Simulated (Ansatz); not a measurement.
`[Cl][Al]([Br])[Br]` + NH₃ → `[NH2][Al]([Cl])[Br]` + HBr at 600 K and 1 bar (ligand exchange at the Al–Br bond).

Computed with Ansatz on PBE0-D4/def2-TZVP structures; ΔE is electronic, products minus reactants. CCSD(T)/CBS is the MP2 limit (def2-TZVPP, def2-QZVPP) plus CCSD(T) − MP2 in def2-TZVPP, frozen cores. This one scheme is used for every species. For Br outer-core shells are correlated without core-valence functions, which leaves a few kJ/mol of doubt a bond. Scalar relativity is left out up to krypton. Each species was taken in one conformer, which may not be the lowest.

```tsv
species	CCSD(T)/CBS energy (Eh)	H − E (kJ/mol)	S (J/(mol·K))
`[Cl][Al]([Br])[Br]`	-5848.64059	51.6	400.5
NH₃	-56.50880	112.4	219.5
`[NH2][Al]([Cl])[Br]`	-3331.20678	123.2	407.6
HBr	-2573.91920	33.5	219.1
```

H − E and S are ideal-gas, rigid-rotor, harmonic terms from PBE0-D4/def2-TZVP, for one conformer and one mirror image of each species. 1 Eh = 2625.50 kJ/mol, R = 8.31446 J/(mol·K).

By hand: ΔE, ΔH, ΔS and ΔG.

ΔE = (-3331.20678) + (-2573.91920) − (-5848.64059) − (-56.50880) = 0.02341 Eh = 61.5 kJ/mol. Δ(H − E) = 123.2 + 33.5 − 51.6 − 112.4 = -7.3, so ΔH = 54.2 kJ/mol. ΔS = 407.6 + 219.1 − 400.5 − 219.5 = 6.7 J/(mol·K). ΔG = 54.2 − 600 × (6.7)/1000 = 50.2 kJ/mol.

By hand: the equilibrium constant, and the temperature at which ΔG would vanish if ΔH and ΔS stayed fixed.

log₁₀ K = −ΔG/(RT ln 10) = -4.4. ΔG = 0 at ΔH/ΔS = 8090 K, far beyond where these terms or the molecules hold.

The number of gas molecules stays the same, so ΔS is small and ΔH decides. A doubt of 5 kJ/mol in ΔE shifts log₁₀ K by 0.4 here. Other conformers and mirror images would add mixing entropy, several J/(mol·K) or more a flexible species. These are equilibria of isolated gas molecules and say nothing of rates. Largest T1 diagnostic: 0.008 (customary marks: 0.02 for closed shells, 0.045 for open ones).
